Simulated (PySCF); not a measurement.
C2H7FO3Si. Atoms are numbered in the order given.

```xyz
14

C     -2.6846     1.3660     0.9037
C     -1.4621     0.4876     1.0779
O     -0.6972     0.5051    -0.1239
Si     0.7117    -0.2936    -0.3459
O      1.8341     0.2525     0.7164
O      1.2496    -0.1023    -1.8826
F      0.4501    -1.8726    -0.0686
H     -3.3075     1.0005     0.0726
H     -3.2925     1.3682     1.8221
H     -2.3854     2.4013     0.6788
H     -0.8410     0.8506     1.9167
H     -1.7601    -0.5506     1.3134
H      2.7146    -0.1381     0.6866
H      0.6456    -0.3315    -2.5982
```
Charge 0, spin multiplicity 1.

Geometry optimised at B3LYP-D3(BJ)/def2-SVP. Other conformers were not sampled.

Computed with CAM-B3LYP/def2-TZVP (PySCF).

Isolated molecule, no solvent.

Estimate the frontier levels, gap, dipole moment. (The exact figures need the calculation; the answer reports its results.)


The highest occupied level comes out as -9.99 eV, the lowest empty level comes out as 1.27 eV and the orbital gap is 11.26 eV. The dipole moment comes out as 0.47 D and the quadrupole, principal values (traceless, Buckingham form, about the centre of nuclear charge) is -10.31, 4.15, 6.16 D·Å.
